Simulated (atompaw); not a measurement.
u(r) = r·R(r): atom against pseudo-atom (oxygen (O))

Columns: radius, all-electron u(r) and pseudo u(r) of the 2s shell (level -23.99 eV) of oxygen in the configuration [He] 2s1.5 2p4.5; LDA (PW92), scalar-relativistic, PAW (atompaw) scheme, atompaw 4.2.0.5.

```json
{"r (bohr)": "0.062", "all-electron": "-0.3725", "pseudo": "0.1101"}
{"r (bohr)": "0.123", "all-electron": "-0.4119", "pseudo": "0.2168"}
{"r (bohr)": "0.185", "all-electron": "-0.2906", "pseudo": "0.3220"}
{"r (bohr)": "0.246", "all-electron": "-0.1040", "pseudo": "0.4208"}
{"r (bohr)": "0.308", "all-electron": "0.1029", "pseudo": "0.5149"}
{"r (bohr)": "0.369", "all-electron": "0.2968", "pseudo": "0.6002"}
{"r (bohr)": "0.431", "all-electron": "0.4710", "pseudo": "0.6784"}
{"r (bohr)": "0.492", "all-electron": "0.6145", "pseudo": "0.7460"}
{"r (bohr)": "0.554", "all-electron": "0.7312", "pseudo": "0.8047"}
{"r (bohr)": "0.615", "all-electron": "0.8189", "pseudo": "0.8522"}
{"r (bohr)": "0.677", "all-electron": "0.8831", "pseudo": "0.8897"}
{"r (bohr)": "0.738", "all-electron": "0.9250", "pseudo": "0.9163"}
{"r (bohr)": "0.800", "all-electron": "0.9492", "pseudo": "0.9331"}
{"r (bohr)": "0.862", "all-electron": "0.9582", "pseudo": "0.9400"}
{"r (bohr)": "0.923", "all-electron": "0.9549", "pseudo": "0.9380"}
{"r (bohr)": "0.985", "all-electron": "0.9417", "pseudo": "0.9279"}
{"r (bohr)": "1.046", "all-electron": "0.9212", "pseudo": "0.9109"}
{"r (bohr)": "1.108", "all-electron": "0.8946", "pseudo": "0.8876"}
{"r (bohr)": "1.169", "all-electron": "0.8641", "pseudo": "0.8598"}
{"r (bohr)": "1.231", "all-electron": "0.8301", "pseudo": "0.8277"}
{"r (bohr)": "1.292", "all-electron": "0.7947", "pseudo": "0.7935"}
{"r (bohr)": "1.354", "all-electron": "0.7575", "pseudo": "0.7571"}
{"r (bohr)": "1.415", "all-electron": "0.7204", "pseudo": "0.7203"}
{"r (bohr)": "1.477", "all-electron": "0.6827", "pseudo": "0.6827"}
{"r (bohr)": "1.538", "all-electron": "0.6461", "pseudo": "0.6461"}
{"r (bohr)": "1.600", "all-electron": "0.6095", "pseudo": "0.6095"}
```

(1) How many radial nodes do the two functions have?

(2) Is the pseudo-wave norm-conserving?

Results:

(1) The all-electron 2s function has n − l − 1 = 1; the pseudo-wave has 0, since the states of the same l below it are removed with the core.

(2) No, it belongs to a PAW set: the norm inside the radius is not constrained, and the difference is carried by the augmentation charge.
